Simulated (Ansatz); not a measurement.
Steps of a relaxation of `[SiH3][N]([SiH3])[SnH3]` with RKS PBE-D4/def2-SVP.

```sh
$ ansatz run in.yaml --threads 4 --pin off --events-out ev --progress --plain --max-ram 10444MiB
```

```yaml
crystal:
  periodic: [false, false, false]
  atoms:
    - {symbol: Si, position_ang: [-0.765500, 1.138600, -0.934900]}
    - {symbol: N, position_ang: [0.576200, 0.150600, -0.495700]}
    - {symbol: Si, position_ang: [1.059100, 0.634500, 1.139300]}
    - {symbol: Sn, position_ang: [-0.046700, -1.769700, -0.369500]}
    - {symbol: H, position_ang: [-1.302300, 0.779200, -2.292500]}
    - {symbol: H, position_ang: [-1.899200, 1.043500, 0.034000]}
    - {symbol: H, position_ang: [-0.366500, 2.594300, -0.989900]}
    - {symbol: H, position_ang: [0.009000, 0.504800, 2.088300]}
    - {symbol: H, position_ang: [2.206500, -0.209700, 1.631000]}
    - {symbol: H, position_ang: [1.548100, 2.033300, 1.166200]}
    - {symbol: H, position_ang: [-0.722000, -2.288000, -1.912200]}
    - {symbol: H, position_ang: [-1.405500, -1.838200, 0.817200]}
    - {symbol: H, position_ang: [1.129400, -2.807800, 0.133500]}
basis:
  gaussian: {orbitals: def2-SVP}
hamiltonian: {xc: pbe, dispersion: d4}
relax: {f_tol: 0.03, max_steps: 200}
```

Positions (Å) and forces (eV/Å) along the path, 7 of 7 steps:

```xyz
13
step=1 energy=-23206.0950 eV
Si   -0.765    1.139   -0.935   -0.943    1.377   -1.121
N     0.576    0.151   -0.496    0.798    0.472    0.675
Si    1.059    0.634    1.139    2.033    0.115   -0.536
Sn   -0.047   -1.770   -0.369   -2.154   -1.622   -0.365
H    -1.302    0.779   -2.292    0.028   -0.131   -0.030
H    -1.899    1.044    0.034   -0.261   -0.057    0.218
H    -0.366    2.594   -0.990    0.082   -0.079    0.055
H     0.009    0.505    2.088   -1.373   -0.157    1.149
H     2.207   -0.210    1.631   -0.035   -0.139   -0.102
H     1.548    2.033    1.166    0.031    0.427   -0.123
H    -0.722   -2.288   -1.912    0.253    0.252    0.299
H    -1.405   -1.838    0.817    0.566    0.096   -0.442
H     1.129   -2.808    0.134    0.976   -0.554    0.323
13
step=2 energy=-23206.4896 eV
Si   -0.801    1.199   -0.960   -0.212   -0.120   -0.082
N     0.444    0.094   -0.385    0.407    0.336    0.390
Si    1.103    0.664    1.181    0.222   -0.546   -0.693
Sn   -0.149   -1.935   -0.376    0.811    0.244   -0.129
H    -1.303    0.781   -2.318    0.068    0.022   -0.038
H    -1.978    1.132   -0.017   -0.198    0.158   -0.028
H    -0.319    2.629   -0.991    0.063   -0.103   -0.032
H     0.040    0.566    2.204   -0.340    0.057    0.573
H     2.234   -0.236    1.616    0.006    0.066   -0.048
H     1.564    2.091    1.113    0.036    0.035   -0.104
H    -0.683   -2.266   -1.969   -0.029   -0.069   -0.078
H    -1.369   -1.877    0.783   -0.539   -0.274    0.407
H     1.238   -2.876    0.133   -0.296    0.194   -0.139
13
step=3 energy=-23206.6348 eV
Si   -0.840    1.209   -0.957   -0.077    0.027   -0.167
N     0.374    0.109   -0.310    0.022    0.030    0.386
Si    1.103    0.659    1.216    0.231   -0.237   -0.404
Sn   -0.158   -1.934   -0.364    0.482    0.188   -0.072
H    -1.246    0.778   -2.343    0.022   -0.018    0.015
H    -2.094    1.238   -0.109   -0.035    0.054   -0.037
H    -0.283    2.609   -1.011    0.003   -0.033    0.008
H     0.141    0.615    2.362   -0.135    0.017    0.220
H     2.269   -0.233    1.566   -0.038    0.011   -0.016
H     1.586    2.074    1.060   -0.004    0.035   -0.016
H    -0.653   -2.251   -1.977   -0.019   -0.021   -0.061
H    -1.425   -2.068    0.767   -0.299   -0.177    0.213
H     1.247   -2.839    0.116   -0.152    0.124   -0.067
13
step=4 energy=-23206.7137 eV
Si   -0.891    1.232   -0.980    0.041   -0.066    0.074
N     0.245    0.136   -0.194   -0.029   -0.002    0.099
Si    1.124    0.642    1.252   -0.060   -0.039   -0.128
Sn   -0.163   -1.920   -0.343    0.083    0.147    0.017
H    -1.218    0.703   -2.353    0.003    0.017    0.018
H    -2.192    1.361   -0.215   -0.003    0.031   -0.065
H    -0.283    2.606   -1.087    0.012   -0.016   -0.005
H     0.249    0.658    2.485    0.048    0.007    0.038
H     2.249   -0.332    1.500   -0.024    0.046    0.007
H     1.671    2.032    1.058    0.004   -0.013   -0.015
H    -0.612   -2.184   -1.984    0.008   -0.026   -0.014
H    -1.458   -2.264    0.745   -0.039   -0.084    0.011
H     1.299   -2.706    0.131   -0.046   -0.005   -0.037
13
step=5 energy=-23206.7399 eV
Si   -0.906    1.240   -0.962   -0.020   -0.036    0.047
N     0.111    0.116   -0.069    0.057    0.060   -0.035
Si    1.113    0.658    1.273   -0.054   -0.030    0.006
Sn   -0.180   -1.937   -0.336   -0.034   -0.012    0.034
H    -1.172    0.687   -2.339    0.004   -0.004   -0.005
H    -2.248    1.472   -0.306    0.000    0.018   -0.025
H    -0.212    2.572   -1.073    0.008   -0.008    0.004
H     0.360    0.731    2.581    0.027    0.010    0.008
H     2.251   -0.311    1.465    0.004    0.000   -0.003
H     1.657    2.031    0.978   -0.005   -0.004   -0.011
H    -0.589   -2.152   -1.997    0.005    0.015   -0.011
H    -1.470   -2.451    0.696   -0.004   -0.019   -0.004
H     1.305   -2.691    0.103    0.013    0.011   -0.004
13
step=6 energy=-23206.7390 eV rejected
Si   -0.911    1.235   -0.960   -0.006    0.012    0.008
N     0.084    0.109   -0.043   -0.027    0.068    0.047
Si    1.111    0.655    1.277   -0.009    0.019    0.015
Sn   -0.203   -1.943   -0.317    0.047   -0.018   -0.065
H    -1.153    0.675   -2.338   -0.004   -0.006    0.004
H    -2.265    1.498   -0.340    0.028   -0.012   -0.009
H    -0.193    2.555   -1.069   -0.006   -0.010    0.006
H     0.399    0.745    2.609    0.012   -0.008   -0.035
H     2.255   -0.310    1.448   -0.005   -0.009    0.001
H     1.650    2.025    0.953   -0.010   -0.011    0.003
H    -0.579   -2.102   -1.994   -0.023   -0.032    0.028
H    -1.489   -2.524    0.688    0.036    0.032   -0.019
H     1.313   -2.653    0.101   -0.034   -0.026    0.016
13
step=7 energy=-23206.7415 eV
Si   -0.909    1.238   -0.961    0.001    0.003   -0.001
N     0.102    0.117   -0.058   -0.001   -0.010    0.000
Si    1.111    0.657    1.277    0.002    0.004   -0.002
Sn   -0.188   -1.938   -0.330    0.000    0.004    0.001
H    -1.161    0.680   -2.338    0.000   -0.002    0.002
H    -2.258    1.484   -0.326    0.000    0.001   -0.004
H    -0.204    2.564   -1.070   -0.001    0.001    0.001
H     0.380    0.734    2.597    0.003    0.000    0.002
H     2.254   -0.310    1.456   -0.002   -0.001    0.000
H     1.650    2.029    0.969   -0.001    0.000    0.002
H    -0.589   -2.133   -1.995    0.000    0.001    0.001
H    -1.474   -2.477    0.693   -0.001   -0.003    0.000
H     1.307   -2.679    0.102   -0.001    0.002    0.000
```

Run time 13 s (4 threads of an Arm Neoverse V1 on a shared host); peak host memory 0.18 GiB.
